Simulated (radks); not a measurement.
Results of a calculation; reference values are marked as such.
Valence configurations of C I (all share [He]). Code: a radial shooting solver on a logarithmic mesh with Libxc functionals. Model: Dirac Kohn-Sham, BLYP, spin-unpolarised, spherical densities, finite nucleus; open shells fill j = l - 1/2 first; Fermi nuclear charge, rms radius 2.4702 fm. Energies are relative to 2s2 2p2; eigenvalues in eV.

| valence | E (eV) | e(2p1/2) | e(2p3/2) | e(2s1/2) |
|---|---|---|---|---|
| 2s2 2p2 | 0.000 | -5.240 | - | -13.607 |
| 2s1.5 2p2.5 | 4.192 | -5.450 | -5.441 | -13.833 |
| 2s1 2p3 | 8.392 | -5.647 | -5.638 | -14.046 |
| 2s0.5 2p3.5 | 12.600 | -5.832 | -5.823 | -14.246 |
| 2p4 | 16.815 | -6.007 | -5.998 | - |

NIST lists [He] 2s2 2p2 as the ground configuration; this level of theory agrees among the configurations tried. The energies are those of spherical spin-averaged densities, not of single terms.
